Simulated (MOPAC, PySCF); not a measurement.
C4H5BOS, SMILES `Bc1cc(S)co1`, neutral singlet in the gas phase. 

Cartesian coordinates (Å):
```xyz
12

B     -2.4461    -0.0723    -0.1128
C     -0.9390    -0.1611     0.0196
C      0.0896     0.4841    -0.6449
C      1.3124     0.0118    -0.1052
S      2.9636     0.3872    -0.5902
C      0.9468    -0.9074     0.8550
O     -0.3682    -1.0212     0.9347
H     -3.1661    -0.7502     0.5773
H     -2.9042     0.6938    -0.9256
H     -0.0329     1.2185    -1.4388
H      2.9976     1.6431    -0.0896
H      1.5464    -1.5262     1.5205
```
Charge 0, multiplicity 1.

All levels are single points at this geometry (PBE0-D3(BJ)/def2-SVP); Pople sets use spherical d functions. Orbital energies aren't observables, and empty levels follow the basis.

BP86/6-31G* in PySCF gives gap (eV) = 3.24.

Estimate the gap (eV) from each of these levels: PBE-D3(BJ)/def2-TZVP in PySCF; PBE0-D3(BJ)/def2-TZVP in PySCF; B3LYP/3-21G in PySCF; B3LYP/LANL2DZ in PySCF; PBE/6-31G* in PySCF; HF/6-31G* in PySCF; HF/STO-3G in PySCF; PM6 in MOPAC.


```tsv
level	gap (eV)
PBE-D3(BJ)/def2-TZVP in PySCF	3.06
PBE0-D3(BJ)/def2-TZVP in PySCF	5.03
B3LYP/3-21G in PySCF	4.87
B3LYP/LANL2DZ in PySCF	4.74
PBE/6-31G* in PySCF	3.22
HF/6-31G* in PySCF	10.82
HF/STO-3G in PySCF	12.12
PM6 in MOPAC	8.14
```
